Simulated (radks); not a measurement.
Spherical quantum dot in the effective-mass picture: electrons in a parabolic well V = omega^2 r^2 / 2 with omega = 2.11, all in effective atomic units (hartree* = m*/eps^2 hartree, bohr* = eps/m* bohr), one dielectric constant everywhere. Method: non-relativistic Kohn-Sham, exchange-only LDA, spin-polarised, spherical densities; computed with a radial shooting solver with Libxc functionals. Levels are named by radial order and angular momentum (1s, 1p, 1d, 2s, ...), and open shells are averaged over m. Results are scaled to m* = 0.113 and eps = 16, for which hartree* = 12.01 meV and bohr* = 7.493 nm. Each electron was tried in the lowest free levels, single moves between levels near the top were tried too, and the lowest total energy was kept; such a search can miss a lower state. At N = 1 the Hartree and exchange-correlation terms need not cancel, so that row can carry a self-interaction error.

N,open shells,2S,E (meV),mu = E(N) - E(N-1) (meV),addition energy mu(N+1) - mu(N) (meV),e(HOMO) (meV),rms radius (nm)
1,"1s(up 1, down 0)",1,39.0224,39.022,13.50,43.962,6.359
2,none,0,91.5442,52.522,31.48,57.087,6.640
3,"1p(up 1, down 0)",1,175.549,84.005,8.350,88.125,7.438
4,"1p(up 2, down 0)",2,267.905,92.355,8.506,96.604,7.881
5,"1p(up 3, down 0)",3,368.765,100.86,11.40,105.11,8.195
6,"1p(up 3, down 1)",2,481.021,112.26,7.701,116.05,8.464
7,"1p(up 3, down 2)",1,600.979,119.96,7.881,123.89,8.688
8,none,0,728.816,127.84,26.84,131.79,8.886
9,"1d(up 1, down 0)",1,883.493,154.68,6.919,158.13,9.203
10,"1d(up 2, down 0)",2,1045.09,161.60,6.921,165.06,9.470
11,"1d(up 3, down 0)",3,1213.61,168.52,6.895,171.97,9.703
12,"1d(up 4, down 0)",4,1389.02,175.41,6.855,178.85,9.910
13,"1d(up 5, down 0)",5,1571.28,182.27,9.108,185.68,10.10
14,"1d(up 5, down 1)",4,1762.65,191.37,6.470,194.60,10.28
15,"1d(up 5, down 2)",3,1960.50,197.84,6.485,201.09,10.44
16,"1d(up 5, down 3)",2,2164.83,204.33,6.473,207.57,10.59
17,"1d(up 5, down 4)",1,2375.63,210.80,6.446,214.03,10.74
18,none,0,2592.87,217.25,8.425,220.46,10.87
19,"2s(up 1, down 0)",1,2818.55,225.67,7.363,228.96,11.01
20,none,0,3051.58,233.04,19.87,236.28,11.14
21,"1f(up 1, down 0)",1,3304.49,252.91,5.824,255.82,11.30
22,"1f(up 2, down 0)",2,3563.23,258.73,-,261.64,11.46

All shells are closed at N = 2, 8, 18, 20 (there: 1s2 1p6 1d10 2s2); the second difference of the energy has clear peaks (12 % above both neighbours; the first and last values, which can be the largest, are not judged, and half-filled shells can peak too) at N = 2, 5, 8, 13, 18, 20.
